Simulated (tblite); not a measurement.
C₂H₉ClGeSi.
Bonds: Cl1–Si2, Si2–C3, C3–C4, C4–Ge5. Hydrogens: H6, H7 on Si2; H8, H9 on C3; H10, H11 on C4; H12, H13, H14 on Ge5.

Computed with GFN2-xTB (tblite), gas phase: L-BFGS steps from a force-field or distance-geometry start until the largest atomic force falls under 0.01 eV/Å.

Step 51: E = -465.4489 eV
```
atom  x, y, z in Å  |  force x, y, z in eV/Å
Cl1    -3.1242    1.8272    1.4005    0.023  -0.015  -0.034
Si2    -2.2580    0.3949    0.2709   -0.034   0.029   0.023
C3     -0.3724    0.6280    0.2548   -0.008  -0.012   0.014
C4      0.3383   -0.6460   -0.2003   -0.036  -0.019   0.027
Ge5     2.3062   -0.4813   -0.2000   -0.030   0.044  -0.086
H6     -2.5746   -0.9062    0.8545   -0.042  -0.021   0.046
H7     -2.7963    0.4800   -1.0840   -0.010   0.015  -0.031
H8     -0.0994    1.4583   -0.4013    0.037  -0.017  -0.005
H9     -0.0193    0.8987    1.2525    0.029   0.010   0.026
H10     0.0648   -1.4650    0.4697    0.001  -0.015  -0.088
H11    -0.0083   -0.9219   -1.1995    0.049  -0.016   0.058
H12     2.8323   -0.2511    1.1788    0.007  -0.004   0.026
H13     2.7372    0.6889   -1.0275    0.020  -0.016  -0.003
H14     2.9733   -1.7048   -0.7508   -0.006   0.038   0.026
```

Step 52: E = -465.4505 eV
```
atom  x, y, z in Å  |  force x, y, z in eV/Å
Cl1    -3.1289    1.8363    1.3934    0.033  -0.022  -0.041
Si2    -2.2569    0.3977    0.2756   -0.020   0.006  -0.005
C3     -0.3693    0.6238    0.2590   -0.020  -0.016   0.005
C4      0.3340   -0.6511   -0.2046   -0.010  -0.017   0.013
Ge5     2.3007   -0.4818   -0.2011   -0.003   0.058  -0.090
H6     -2.5755   -0.9013    0.8689   -0.036   0.021   0.021
H7     -2.7831    0.4769   -1.0868   -0.009   0.008   0.014
H8     -0.0878    1.4536   -0.3949    0.007  -0.018   0.012
H9     -0.0125    0.8873    1.2572    0.026   0.011   0.030
H10     0.0604   -1.4761    0.4567   -0.019  -0.018  -0.069
H11    -0.0102   -0.9168   -1.2071    0.037  -0.020   0.056
H12     2.8218   -0.2394    1.1775    0.007  -0.006   0.029
H13     2.7225    0.6905   -1.0315    0.024  -0.023   0.000
H14     2.9842   -1.6999   -0.7441   -0.016   0.037   0.024
```

Step 53: E = -465.4517 eV
```
atom  x, y, z in Å  |  force x, y, z in eV/Å
Cl1    -3.1398    1.8421    1.3835    0.038  -0.016  -0.037
Si2    -2.2569    0.3986    0.2819   -0.003  -0.022  -0.031
C3     -0.3680    0.6222    0.2648   -0.016  -0.015   0.005
C4      0.3318   -0.6506   -0.2098    0.007  -0.014   0.005
Ge5     2.2978   -0.4819   -0.2041    0.017   0.052  -0.048
H6     -2.5766   -0.8971    0.8858   -0.029   0.049   0.002
H7     -2.7723    0.4689   -1.0868   -0.010   0.002   0.042
H8     -0.0819    1.4538   -0.3857   -0.017  -0.019   0.027
H9     -0.0079    0.8789    1.2640    0.018   0.004   0.019
H10     0.0563   -1.4844    0.4382   -0.029  -0.021  -0.038
H11    -0.0084   -0.9045   -1.2160    0.016  -0.019   0.032
H12     2.8157   -0.2297    1.1746    0.001  -0.005   0.022
H13     2.7208    0.6847   -1.0392    0.029  -0.006  -0.013
H14     2.9889   -1.7013   -0.7332   -0.021   0.029   0.012
```

Task: Estimate the geometry and energy of step 54. (The exact step hangs on the optimiser's Hessian estimate; all steps are aligned on step 53, rigid shifts and turns removed.)

Result: E = -465.4525 eV, largest force 0.057 eV/Å
```
atom  x, y, z in Å  |  force x, y, z in eV/Å
Cl1    -3.1506    1.8438    1.3744    0.037  -0.002  -0.027
Si2    -2.2575    0.3978    0.2867    0.012  -0.035  -0.038
C3     -0.3685    0.6228    0.2701    0.001  -0.014   0.010
C4      0.3314   -0.6466   -0.2142    0.013  -0.013   0.003
Ge5     2.2973   -0.4815   -0.2075    0.024   0.034   0.002
H6     -2.5769   -0.8940    0.8995   -0.025   0.051  -0.004
H7     -2.7664    0.4592   -1.0849   -0.015  -0.001   0.040
H8     -0.0812    1.4574   -0.3762   -0.029  -0.017   0.031
H9     -0.0060    0.8744    1.2703    0.007  -0.006   0.007
H10     0.0534   -1.4884    0.4214   -0.028  -0.020  -0.010
H11    -0.0049   -0.8911   -1.2232   -0.003  -0.014   0.002
H12     2.8137   -0.2237    1.1718   -0.004  -0.001   0.014
H13     2.7282    0.6762   -1.0475    0.032   0.016  -0.030
H14     2.9875   -1.7065   -0.7226   -0.022   0.021   0.000
```

The energy changes by -0.0008 eV. The first-order estimate −F·Δx gives -0.0011 eV and the mean of the old and new forces, exact on a quadratic surface, -0.0007 eV. The step makes an angle of 81° with the force vector and moves no atom by more than 0.018 Å.

What follows is the cost of the whole relaxation. The run took 0.64 s on an Arm Neoverse V2 with one thread, shared host.
